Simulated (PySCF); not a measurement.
This triplet is an excited state, 1.84 eV above the relaxed singlet at the level B3LYP-D3(BJ)/def2-TZVP (PySCF).

B3LYP has the VWN-RPA correlation part, as in Gaussian. 

Cartesian coordinates (Å):
SMILES: [Ge]([CH]=C)[Cl]
```xyz
7

C     -0.9825     0.2516    -0.0120
C     -0.1274    -0.7730    -0.0632
Ge     1.8028    -0.5502     0.0154
Cl     2.4609     1.5267     0.1949
H     -2.0513     0.0697    -0.0598
H     -0.6627     1.2815     0.0771
H     -0.4398    -1.8063    -0.1523
```
Charge 0, spin multiplicity 3.

Question: Give the highest occupied spin orbital, dipole moment and total energy at the level PySCF with B3LYP-D3(BJ)/def2-TZVP.

Answer: 
| Quantity | Result |
|---|---|
| highest occupied spin orbital | -4.77 eV |
| dipole moment | 2.08 D |
| total energy | -2615.2764 Ha |
